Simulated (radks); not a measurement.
Excited configurations of Er3+: one electron is placed in a higher orbital outside [Xe] 4f10. The ground configuration is [Xe] 4f11. Method: Dirac Kohn-Sham, PBE, spin-unpolarised, spherical densities, point nucleus; open shells fill j = l - 1/2 first; computed with a radial shooting solver on a logarithmic mesh with Libxc functionals. Excitation = E - E(ground); binding = E(ion) - E, where the ion is the core of charge +4; n* = 4/sqrt(2 binding) in atomic units, and the quantum defect is n - n*.

| outer orbital | excitation (eV) | binding (eV) | n* | quantum defect | eigenvalue (eV) | <r> (bohr) |
|---|---|---|---|---|---|---|
| 5d3/2 | 12.131 | 32.784 | 2.577 | 2.423 | -27.184 | 1.978 |
| 6s1/2 | 15.045 | 29.870 | 2.700 | 3.300 | -26.120 | 2.863 |
| 6d3/2 | 28.892 | 16.022 | 3.686 | 2.314 | -13.969 | 4.543 |
| 7s1/2 | 29.003 | 15.912 | 3.699 | 3.301 | -14.195 | 5.285 |
| 7f5/2 | 38.330 | 6.584 | 5.750 | 1.250 | -5.820 | 11.16 |

The Delta-SCF ionisation energy is 44.915 eV (NIST Atomic Spectra Database: 42.42 eV, semi-empirical). Self-interaction in the functional shifts the binding energies and quantum defects, so they are the method's values and not measured ones. Spin polarisation and multiplet splitting are left out, so open shells lie too high by an amount that depends on their filling.

Beside tabulated values, note that spin-unpolarised runs miss the spin-polarisation part of the exchange energy of open shells.
